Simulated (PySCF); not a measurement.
Fill in the blanks.

Species: C₄H₃F₄NO.
SMILES: `C=N/C=C(/F)OC(F)(F)F`

Conformer (atom-mapped SMILES and torsion angles): `[CH2:1]=[N:2]/[CH:3]=[C:4](/[F:5])[O:6][C:7]([F:8])([F:9])[F:10]`: C1–N2–C3–C4 -179°, C3–C4–O6–C7 103°, C4–O6–C7–F8 -166°.

```tsv
property	level	value
point group	PBE0-D3(BJ)/def2-SVP	?
rotational constants A, B, C	PBE0-D3(BJ)/def2-SVP	?
dipole moment	B3LYP/def2-SVPD	?
HOMO energy	B3LYP/def2-SVPD	-7.32 eV
LUMO energy	B3LYP/def2-SVPD	-1.87 eV
lowest singlet excitation	TDDFT B3LYP/def2-SVPD	?
strongest line among the 6 lowest singlet transitions	TDDFT B3LYP/def2-SVPD	S2 at 5.52 eV (224 nm, f = 0.502)
static isotropic polarisability	B3LYP/def2-SVPD	?
electronic spatial extent ⟨r²⟩ about the centre of nuclear charge	B3LYP/def2-SVPD	1460 bohr²
```

Electronic properties: PySCF, gas phase, density fitting. Isolated species at its PBE0-D3(BJ)/def2-SVP geometry (one conformer only).

Problem. Give the rotational constants A, B, C.

Solution. 2.139, 0.939, 0.741 GHz.

Problem. The lowest singlet excitation?

Solution. 4.49 eV (276 nm, f = 0.001).

Problem. The dipole moment?

Solution. 2.88 D.

Problem. The point group?

Solution. C1.

Problem. What is the static isotropic polarisability?

Solution. 71.1 au.

 In wavenumbers S1 is 36200 cm⁻¹ (1 eV = 8065.54 cm⁻¹). With B = h/(8π²I), that is 505.379 GHz u Å² over I, the principal moments of inertia are 236.3, 538.2 and 681.6 u Å² (most abundant isotopes). In atomic units the dipole is 1.13 e·bohr (1 au = 2.5417 D).
